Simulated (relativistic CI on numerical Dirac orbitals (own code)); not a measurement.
# Crystal-field levels of Rh⁷⁺, 4d2

Calculated by Dirac-Coulomb-Breit CI, orbitals from a KLI potential per configuration, QED by a radiative potential, valence Slater integrals scaled by 0.75, one configuration in a parametric crystal field (own radial code).

Field parameters in Wybourne normalisation: Oh B⁴₀ = 21Dq, B⁴₄ = √(5/14) B⁴₀. The field is a parameter set, without covalency.

S is read from ⟨S²⟩ = S(S + 1).

Site symmetry Oh; labels are those of the double group. Computed levels in cm⁻¹ above the lowest, in rising order:

| Δ (size of 10Dq) | Lowest | No. 2 | No. 3 | No. 4 | No. 5 | No. 6 | No. 7 | No. 8 |
| --- | --- | --- | --- | --- | --- | --- | --- | --- |
| 8500 | E | 581 T2 | 3635 T1 | 5305 A1 | 8672 T2 | 9254 A2 | 11061 T1 | 11485 E |
| 15350 | E | 369 T2 | 3258 T1 | 4592 A1 | 12747 T2 | 14759 E | 15175 A2 | 16758 T1 |
| 22150 | E | 253 T2 | 3016 T1 | 4193 A1 | 13721 T2 | 14461 E | 21468 A2 | 22385 T2 |
| 28950 | E | 186 T2 | 2856 T1 | 3940 A1 | 13816 T2 | 14250 E | 27950 A2 | 28618 T2 |
| 35800 | E | 145 T2 | 2742 T1 | 3765 A1 | 13790 T2 | 14097 E | 29731 A1 | 34581 A2 |
| 42600 | E | 117 T2 | 2660 T1 | 3638 A1 | 13746 T2 | 13983 E | 30035 A1 | 41224 A2 |

Ground-state S against |10Dq| in cm⁻¹: 8500: 0.98, 15350: 0.99, 22150: 0.99, 28950: 0.99, 35800: 0.99, 42600: 0.99.

No abrupt spin change occurs in this range.
